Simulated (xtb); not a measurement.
Input file for xtb: GFN1-xTB on GaMo, 2S+1 = 6, a spin state set in the input, which need not be the lowest, a point of a bond scan (R = 2.672 Å).

```
$ xtb mol.xyz --gfn 1 --sp --chrg 0 --uhf 5
2

Mo     0.00000000     0.00000000     0.00000000
Ga     0.00000000     0.00000000     2.67174200
```

The head of its log:

```
[...]
           -------------------------------------------------
          |                Calculation Setup                |
           -------------------------------------------------



           -------------------------------------------------
          |                 G F N 1 - x T B                 |
           -------------------------------------------------

        Reference                      10.1021/acs.jctc.7b00118
      * Hamiltonian:
        H0-scaling (s, p, d)           1.850000    2.250000    2.000000
        zeta-weighting                 0.000000
      * Dispersion:
        s8                             2.400000
        a1                             0.630000
        a2                             5.000000
        s9                             0.000000
      * Repulsion:
        kExp                           1.500000
        rExp                           1.000000
      * Coulomb:
        alpha                          2.000000
        third order                    atomic
        anisotropic                    false
      * Halogen bond correction:
        rad-scale                      1.300000
        damping                        0.440000


          ...................................................
          :                      SETUP                      :
          :.................................................:
          :  # basis functions                  20          :
          :  # atomic orbitals                  18          :
          :  # shells                            6          :
          :  # electrons                         9          :
          :  # halogen bonds                     0          :
          :  max. iterations                   250          :
          :  Hamiltonian                  GFN1-xTB          :
          :  restarted?                      false          :
          :  GBSA solvation                  false          :
          :  PC potential                    false          :
          :  electronic temp.          300.0000000     K    :
          :  accuracy                    1.0000000          :
          :  -> integral cutoff          0.2500000E+02      :
          :  -> integral neglect         0.1000000E-07      :
          :  -> SCF convergence          0.1000000E-05 Eh   :
          :  -> wf. convergence          0.2000000E-04 e    :
          :  Broyden damping             0.4000000          :
          :  net charge                          0          :
          :  unpaired electrons                  5          :
          ...................................................

 iter      E             dE          RMSdq      gap      omega  full diag
   1     -3.1276589 -0.312766E+01  0.109E+01    2.28       0.0  T
   2     -3.1638322 -0.361733E-01  0.579E+00    1.96       1.0  T
```

Question: What total energy does the run end on?

Answer: -3.1660 hartree.
